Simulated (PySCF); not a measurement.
# Electronic structure of Ti(NH2)3

The complex Ti(NH2)3 (charge 0) contains Ti(III), shell d1. The structure is a PBE0-D3(BJ)/def2-TZVP geometry optimised for multiplicity 2; coordination trigonal planar, point group D3h, metal–donor distances 1.91 Å.

```
10

Ti    0.0000    0.0000    0.0000
N     1.9063    0.0000    0.0000
H     2.4982    0.8200    0.0000
H     2.4982   -0.8200    0.0000
N    -0.9532    1.6509    0.0000
H    -1.9593    1.7535    0.0000
H    -0.5390    2.5735    0.0000
N    -0.9532   -1.6509    0.0000
H    -0.5390   -2.5735    0.0000
H    -1.9592   -1.7536    0.0000
```

Method (PySCF 2.14, density fitting): CASSCF(1,5) with orbitals averaged over all microstates of the shell, strongly contracted NEVPT2 on the averaged canonical orbitals; basis x2c-TZVPall on the metal, x2c-SVPall elsewhere; spin-free X2C; gas phase; spin-orbit coupling by state interaction with the mean-field operator over all roots.

## Spin-free states

```json
{"2S+1": "2", "deg.": "1", "symmetry": "2A1'", "free-ion term": "2D 1.00", "CASSCF / cm⁻¹": "0", "NEVPT2 / cm⁻¹": "0", "f(ED)": "–", "occupations": "1.0 0.0 0.0 0.0 0.0"}
{"2S+1": "2", "deg.": "2", "symmetry": "2E''", "free-ion term": "2D 1.00", "CASSCF / cm⁻¹": "6632", "NEVPT2 / cm⁻¹": "9478", "f(ED)": "0", "occupations": "0.0 0.5 0.5 0.0 0.0"}
{"2S+1": "2", "deg.": "2", "symmetry": "2E'", "free-ion term": "2D 1.00", "CASSCF / cm⁻¹": "13633", "NEVPT2 / cm⁻¹": "14626", "f(ED)": "1.7e-03", "occupations": "0.0 0.0 0.0 0.5 0.5"}
```

Energies are counted from the ground state at NEVPT2 level. Weights follow the labels. f(ED) is the electric-dipole oscillator strength from the ground state at the fixed geometry, without vibronic coupling; occupations, where given, run over the ligand-field orbitals from the lowest.

Spin-orbit levels:

| E / cm⁻¹ | deg. | make-up | g (S′ = 1/2) |
| --- | --- | --- | --- |
| 0.0 | 2 | 1.00 2A1' | 1.94 1.94 2.00 |
| 9418.4 | 2 | 1.00 2E'' | 0.06 0.06 0.27 |
| 9540.1 | 2 | 1.00 2E'' | 0.00 0.00 3.73 |
| 14548.3 | 2 | 1.00 2E' | 0.00 0.00 0.60 |
| 14711.7 | 2 | 1.00 2E' | 0.00 0.00 4.60 |

## Ligand-field fit



```json
{"orbital": "1", "CASSCF / cm⁻¹": "0", "NEVPT2 / cm⁻¹": "0", "metal share": "0.89", "main function": "z2 1.00"}
{"orbital": "2", "CASSCF / cm⁻¹": "6632", "NEVPT2 / cm⁻¹": "9478", "metal share": "0.92", "main function": "degenerate set"}
{"orbital": "3", "CASSCF / cm⁻¹": "6632", "NEVPT2 / cm⁻¹": "9478", "metal share": "0.92", "main function": "degenerate set"}
{"orbital": "4", "CASSCF / cm⁻¹": "13633", "NEVPT2 / cm⁻¹": "14626", "metal share": "0.82", "main function": "degenerate set"}
{"orbital": "5", "CASSCF / cm⁻¹": "13633", "NEVPT2 / cm⁻¹": "14626", "metal share": "0.82", "main function": "degenerate set"}
```

ζ = 110 cm⁻¹, against 152 for the free ion.

NEVPT2 lifts 2E'' from 6632 to 9478 cm⁻¹; on the d shell alone such lifts tend to overshoot. NEVPT2 on the d shell alone tends to put d–d bands too high for such charged or covalently bound ions.

The job took 3.8 s on one thread of Intel Xeon Platinum 8488C (shared host), with 120 basis functions, launched as `OMP_NUM_THREADS=1 python lf_run.py task.json out`.
